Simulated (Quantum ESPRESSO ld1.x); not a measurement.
Results of a calculation; reference values are marked as such.
Br20+, configuration [Ne] 3s2 3p3 (the NIST ground configuration). Code: ld1.x of Quantum ESPRESSO 7.5. Model: Dirac Kohn-Sham, relativistic LDA (MacDonald-Vosko exchange, VWN5 correlation), spin-unpolarised, spherical densities, point nucleus; open shells are shared between the two j in proportion to 2j + 1.

Unscreened Slater integrals over Kohn-Sham orbitals (cm^-1). Large and small components are both included.

\begin{tabular}{lr}
integral & value \\ \hline
F0(3p3/2,3p3/2) & 421770 \\
F2(3p3/2,3p3/2) & 212930 \\
F0(3p3/2,3p1/2) & 424520 \\
G2(3p3/2,3p1/2) & 213730 \\
F0(3p3/2,3s1/2) & 417070 \\
G1(3p3/2,3s1/2) & 272320 \\
F0(3p3/2,2p3/2) & 560000 \\
F2(3p3/2,2p3/2) & 137730 \\
G0(3p3/2,2p3/2) & 55156 \\
G2(3p3/2,2p3/2) & 59942 \\
F0(3p3/2,2p1/2) & 562300 \\
G2(3p3/2,2p1/2) & 59530 \\
F0(3p1/2,3p1/2) & 427340 \\
F0(3p1/2,3s1/2) & 419650 \\
G1(3p1/2,3s1/2) & 272120 \\
F0(3p1/2,2p3/2) & 566320 \\
G2(3p1/2,2p3/2) & 59623 \\
F0(3p1/2,2p1/2) & 568690 \\
G0(3p1/2,2p1/2) & 56621 \\
F0(3s1/2,3s1/2) & 413400 \\
F0(3s1/2,2p3/2) & 542650 \\
G1(3s1/2,2p3/2) & 54072 \\
F0(3s1/2,2p1/2) & 544520 \\
G1(3s1/2,2p1/2) & 54369 \\
F0(2p3/2,2p3/2) & 1213500 \\
F2(2p3/2,2p3/2) & 576250 \\
F0(2p3/2,2p1/2) & 1227500 \\
G2(2p3/2,2p1/2) & 574980 \\
F0(2p1/2,2p1/2) & 1242300 \\
\end{tabular}
